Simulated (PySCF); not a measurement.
Compound: C₅H₉BF₂OSi.
Atom-mapped SMILES: `[F:1][B:2]([F:3])[C@:4]12[CH2:5][C@:6]([O:7][SiH3:8])([CH2:9]1)[CH2:10]2`

Structure used (PBE0-D3(BJ)/def2-SVP), in Å, numbered top down from 1:
```xyz
19
C5H9BF2OSi angstrom
F     -3.5573    0.3821    1.1464
B     -2.8476    0.5643    0.0493
F     -3.4637    1.1402   -0.9662
C     -1.3604    0.1380   -0.0592
C     -0.1581    1.0939   -0.3249
C      0.4289   -0.3342   -0.2544
O      1.7342   -0.7129   -0.4359
Si     3.0003   -0.1928    0.5277
C     -0.7351   -0.7975   -1.1389
C     -0.4680   -0.5835    0.9801
H      0.0959    1.7861    0.4935
H     -0.1372    1.5909   -1.3066
H      4.2239   -0.8283   -0.0263
H      2.7937   -0.6101    1.9480
H      3.1218    1.2967    0.4804
H     -0.7497   -0.4260   -2.1744
H     -1.0105   -1.8614   -1.0763
H     -0.2332   -0.0182    1.8958
H     -0.7213   -1.6313    1.2019
```

NICS = −σ at a ghost point: NICS(0) at the centroid of the ring atoms, NICS(1) 1 Å to either side along the normal of their mean plane, zz for the tensor component along that normal. Level: GIAO KT3/pcSseg-1 (PySCF, non-relativistic, gas phase) on the PBE0-D3(BJ)/def2-SVP geometry, one conformer.

Ring bond lengths (Å): C4–C5 1.559, C5–C6 1.546, C6–C9 1.534, C9–C4 1.559; C4–C5 1.559, C5–C6 1.546, C6–C10 1.546, C10–C4 1.548.

Problem. What do the NICS probes read (ppm)?

Solution. 
```json
{"ring": "C4–C5–C6–C9", "type": "4-membered carbocycle; formal bonds all single", "NICS(0)": "-16.4", "NICS(1), two faces": "-4.2 / -32.7", "NICS(1)zz, two faces": "-3.8 / -26.3", "rms pucker (Å)": "0.31", "centre to ring atoms, mean (Å)": "1.05"}
{"ring": "C4–C5–C6–C10", "type": "4-membered carbocycle; formal bonds all single", "NICS(0)": "-16.6", "NICS(1), two faces": "-4.7 / -31.8", "NICS(1)zz, two faces": "-4.3 / -24.4", "rms pucker (Å)": "0.31", "centre to ring atoms, mean (Å)": "1.05"}
```

Problem. What do they say, and how far can they be read as aromaticity?

Solution. 
- C4–C5–C6–C9: mean NICS(1)zz -15.1 ppm, shielded. C4, C5, C6, C9 have four or more neighbours, so the value isn't read as a sign of a π ring current. The two faces differ by 22.5 ppm, so no symmetry operation interchanges them.
- C4–C5–C6–C10: mean NICS(1)zz -14.3 ppm, shielded. C4, C5, C6, C10 have four or more neighbours, and the NICS criterion for π rings isn't applied. The two faces differ by 20.1 ppm, so no symmetry operation interchanges them.

Problem. At the first NICS(1) probe listed for ring C4–C5–C6–C9, 1 Å off the ring, what do the in-plane components average?

Solution. The isotropic value is a third of the trace: (3 × -4.2 − (-3.8))/2 = -4.4 ppm.

Problem. Give the inner angles of the rings.

Solution. 
- C4–C5–C6–C9: C4 86.6°, C5 73.7°, C6 88.0°, C9 74.0°; sum 322.2° against 360° for a flat convex ring.
- C4–C5–C6–C10: C4 87.5°, C5 73.7°, C6 88.0°, C10 73.9°; sum 323.0° against 360° for a flat convex ring.

Problem. What are the shieldings of the ring atoms and their hydrogens in the same run (means over atoms taken as equivalent)?

Solution. 
```csv
atoms,environment,σ isotropic (ppm)
C4,sp3 carbon bound to boron,169.0
C5 (×3),four-membered-ring carbon,126.7
C6,sp3 carbon bound to oxygen,116.7
H11 (×6),methylene hydrogen,29.35
```

Problem. How do the values depend on the level or the medium?

Solution. 
| level | NICS(0), C4–C5–C6–C9 | mean NICS(1)zz, C4–C5–C6–C9 | NICS(0), C4–C5–C6–C10 | mean NICS(1)zz, C4–C5–C6–C10 |
| --- | --- | --- | --- | --- |
| KT3/pcSseg-1, gas | -16.4 | -15.1 | -16.6 | -14.3 |
| PBE0/pcSseg-1, gas | -16.6 | -15.6 | -16.9 | -14.9 |

The geometry is the same throughout.
